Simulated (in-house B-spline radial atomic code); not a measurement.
Checks on a self-consistent run for the strontium ion Sr⁵⁺, [Ne] 3s1 3p6 3d10 4s2 4p4. Computed with a radial B-spline atomic code at the basis-set limit: Dirac-Hartree-Fock, average of configuration, Fermi nucleus of rms radius 4.224 fm.

| orbital | q | ε (Eh) | <1/r> | <r²> | small-component weight |
| --- | --- | --- | --- | --- | --- |
| 1s1/2 | 2 | -599.07396 | 39.0004 | 0.00206549 | 0.019086 |
| 2s1/2 | 2 | -86.37318 | 8.80155 | 0.0348946 | 0.0038549 |
| 2p1/2 | 2 | -78.67969 | 8.74825 | 0.0266846 | 0.0038329 |
| 2p3/2 | 4 | -76.14261 | 8.41253 | 0.0280709 | 0.0037302 |
| 3s1/2 | 1 | -17.05778 | 2.96446 | 0.273593 | 0.00098876 |
| 3p1/2 | 2 | -13.97089 | 2.86087 | 0.27323 | 0.00093841 |
| 3p3/2 | 4 | -13.55608 | 2.78301 | 0.283922 | 0.00091261 |
| 3d3/2 | 4 | -8.64192 | 2.57069 | 0.279443 | 0.00079807 |
| 3d5/2 | 6 | -8.56867 | 2.5504 | 0.283128 | 0.00079037 |
| 4s1/2 | 2 | -4.18414 | 1.08234 | 1.7677 | 0.00022126 |
| 4p1/2 | 1.3333 | -3.37398 | 0.980204 | 2.0711 | 0.00018575 |
| 4p3/2 | 2.6667 | -3.31311 | 0.962053 | 2.13409 | 0.00018156 |

Electron-electron repulsion V_ee = 1118.7248 hartree.

(1) What total energy follows from the eigenvalues?

(2) Does the Dirac virial theorem hold?

(3) What diamagnetic shielding (Lamb formula) and susceptibility (Langevin formula) do the radii give?

## Answers

(1) The eigenvalues count the repulsion twice, so E = Σqε - V_ee = -2039.730 - 1118.725 = -3158.454 hartree; the run printed -3158.454.

(2) For a point nucleus E = -2c²Σq·w, with w the small-component weight. Here Σq·w = 0.084094 and c = 137.0360, so the ratio E/(-2c²Σq·w) is 1.000019; the finite nucleus accounts for the departure from 1.

(3) σ = (α²/3)Σq<1/r> = 198.191/(3·137.036²) = 3518 ppm, and χ = -0.79199×10⁻⁶·Σq<r²> = -13.46×10⁻⁶ cm³/mol with Σq<r²> = 17 bohr². Both are non-relativistic formulas without the paramagnetism of open shells.
